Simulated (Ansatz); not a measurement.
Geometry optimisation, Ansatz 0.2.0, RKS PBE-D4/def2-mTZVP.

Input file:

```yaml
crystal:
  periodic: [false, false, false]
  atoms:
    - { symbol: Ge, position_ang: [-0.390356, 0.278866, -0.433958] }
    - { symbol: C, position_ang: [-0.229261, -0.173843, 2.697886] }
    - { symbol: H, position_ang: [-0.626695, -0.534331, 3.655013] }
    - { symbol: H, position_ang: [0.349034, -0.98206, 2.231872] }
    - { symbol: H, position_ang: [0.423777, 0.687845, 2.879288] }
    - { symbol: H, position_ang: [0.910626, 0.924806, 0.089114] }
    - { symbol: F, position_ang: [-0.594387, 0.879042, -2.090018] }
    - { symbol: H, position_ang: [-0.301167, -1.259864, -0.546141] }
    - { symbol: H, position_ang: [-1.634272, 0.728336, 0.369889] }
    - { symbol: H, position_ang: [-1.071598, 0.130603, 2.052157] }
basis:
  gaussian: { orbitals: def2-mTZVP }
hamiltonian:
  xc: pbe
  dispersion: d4
relax:
  f_tol: 0.03
  max_steps: 50
output:
  orbitals: {}
```

Command:

```bash
$ ansatz run input.yaml --threads 2 --pin off --max-ram 3072MiB --backend cpu --events-out ev --progress --plain --runs-dir out
```

Where does it end, and by what steps?

It converged. The force dipped under the threshold on the way, but the program's further checks kept it going. After 8 steps the energy has fallen by 0.149 eV; H9 moved furthest, 0.55 Å.

| step | energy less start (eV) | largest force component (eV/Å) | accepted |
| --- | --- | --- | --- |
| 0 | 0.0000 | 0.423 | yes |
| 1 | -0.1061 | 0.088 | yes |
| 2 | -0.1416 | 0.106 | yes |
| 3 | -0.0918 | 0.693 | no |
| 4 | -0.1459 | 0.036 | yes |
| 5 | -0.1472 | 0.081 | yes |
| 6 | -0.1472 | 0.063 | yes |
| 7 | -0.1484 | 0.002 | yes |
| 8 | -0.1486 | 0.014 | yes |

```xyz
10
Properties=species:S:1:pos:R:3
Ge -0.422 0.381 -0.680
C -0.211 -0.265 2.950
H -0.328 -0.634 3.977
H 0.272 -1.041 2.343
H 0.412 0.638 2.959
H 0.822 1.069 -0.073
F -0.406 0.766 -2.408
H -0.356 -1.160 -0.580
H -1.746 0.953 -0.124
H -1.201 -0.028 2.541
```

Whether the end is a true minimum wasn't checked by a vibrational analysis.

Time of the run: 13 s on 2 threads of Arm Neoverse V2, on a shared host, peak memory 0.17 GiB.
